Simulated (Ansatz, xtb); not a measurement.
**FH6NPSn+: 3 structures ranked**

3 gas-phase structures of FH6NPSn+, found in a search over its isomers (lower ones may exist). Each was relaxed with GFN2-xTB:

A. `[NH3+][SnH2][PH]F`, a singlet
B. a singlet given by its coordinates
C. a singlet given by its coordinates

C (Å):

```tsv
atom	x (Å)	y (Å)	z (Å)
F	-1.2349	-0.8465	0.2768
N	0.3887	-0.4442	2.7436
P	0.9251	1.4225	-0.4102
Sn	-1.2010	0.8693	1.3583
H	0.5111	-1.2989	2.1963
H	1.3209	-0.0834	2.9453
H	-0.0061	-0.7383	3.6374
H	0.3341	1.5953	-1.6560
H	1.6421	0.2901	-0.7659
H	1.9486	2.3325	-0.6070
```

Close contacts (Å): F1–Sn4 2.03, N2–Sn4 2.48, P3–Sn4 2.82, N2–H5 1.02, N2–H6 1.02, N2–H7 1.02, P3–H8 1.39, P3–H9 1.39, P3–H10 1.38.

B (Å):

```
atom    x (Å)    y (Å)    z (Å)
   F  -0.4407   0.4020   0.2067
   N   0.7216  -1.7988   2.0249
   P   0.9788   0.7903  -0.4553
  Sn   2.6317  -1.0530   0.7901
   H  -0.0104  -1.0887   2.0648
   H   1.0023  -1.9720   2.9906
   H   0.2840  -2.6550   1.6857
   H   2.6357   0.3225   1.9675
   H   0.5041   0.8482  -1.7651
   H   0.9018   2.1510  -0.1738
```

Close contacts (Å): F1–P3 1.61, N2–Sn4 2.39, P3–Sn4 2.77, N2–H5 1.02, N2–H6 1.02, N2–H7 1.02, P3–H9 1.39, P3–H10 1.39, Sn4–H8 1.81.

Estimate their order in r2SCAN-D4/def2-SVP energy at these geometries, lowest first.

Calculated order at r2SCAN-D4/def2-SVP: C (0.000), B (1.259), A (1.861) eV.

Energies above the lowest of each column, in eV; the last columns are at PBE0-D3(BJ)/def2-SVP geometries and were run for some of them only (a dash: not run or not comparable):

| structure | GFN2-xTB | HF/STO-3G | r2SCAN-D4/def2-SVP | PBE0-D3(BJ)/def2-SVP | CCSD(T)/def2-SVP + ΔMP2/def2-TZVPP |
| --- | --- | --- | --- | --- | --- |
| C | 0.000 | 0.134 | 0.000 | 0.000 | 0.000 |
| B | 0.617 | 0.958 | 1.259 | 1.168 | 1.053 |
| A | 2.110 | 0.000 | 1.861 | – | – |

CCSD(T)/def2-SVP + ΔMP2/def2-TZVPP puts C lowest of those it was run on; HF/STO-3G picks A. Some further structures that were screened fall inside this span and aren't listed. Flexible structures stand in one conformer each, not always the lowest. Frequencies (PBE0-D3(BJ)/def2-SVP) were run for B, C alone. The ΔMP2 step shifts differences by up to 0.190 eV, which makes them less sure. Atoms past krypton carry core potentials in the def2 sets, without spin–orbit terms. ΔMP2 is the change of the MP2 energy from the smaller to the larger basis.

Programs: Ansatz 0.2.0, xtb 6.7.1.
